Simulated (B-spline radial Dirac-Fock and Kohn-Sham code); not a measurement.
# The M5-N45N45 Auger spectrum of I³⁺

System: I³⁺, [Kr] 4d10 5s2 5p2.

Input of the calculation (task.json; shells as n, l, electrons):

```json
{"items": [{
  "Z": 53,
  "q": 3,
  "cfg": [[1, 0, 2], [2, 0, 2], [2, 1, 6], [3, 0, 2], [3, 1, 6], [3, 2, 10], [4, 0, 2], [4, 1, 6], [4, 2, 10], [5, 0, 2], [5, 1, 2]],
  "A": 127,
  "rrms": 4.75,
  "do": ["binding", "quiet", "double"]
}]}
```

Run with: `python xray_run.py task.json out`

Model: Dirac-Fock (average of configuration) total-energy differences with a finite nucleus, the Breit interaction including its frequency dependence, and self-energy and vacuum-polarisation corrections. Program: an atomic code on a B-spline grid. The two-hole levels come from diagonalising the Coulomb interaction among the jj configurations; intensities are independent-particle Coulomb rates. Kinetic energies are from the vacuum level. The model has no electron correlation. Open outer shells are spectators and are not coupled to the holes.

```tsv
kinetic energy (eV)	J	leading jj holes (weight)	leading LS term (weight)	intensity (%)
451.1	0	N4N4 (0.67)	¹S0 (0.93)	2.6
457.1	4	N4N5 (0.90)	¹G4 (0.98)	24.0
457.2	2	N4N4 (0.65)	¹D2 (0.55)	4.5
457.8	1	N4N5 (1.00)	³P1 (1.00)	6.1
457.9	0	N5N5 (0.67)	³P0 (0.93)	3.1
458.9	2	N4N5 (0.47)	³P2 (0.57)	10.7
460.4	2	N5N5 (0.69)	³F2 (0.54)	14.3
460.6	3	N4N5 (1.00)	³F3 (1.00)	10.2
462.1	4	N5N5 (0.90)	³F4 (0.98)	24.6
```

The strongest line, by its leading LS label ³F4, lies at 462.1 eV. The mean weight of the leading component is 0.77 in jj and 0.83 in LS coupling, so LS labels describe these levels better.
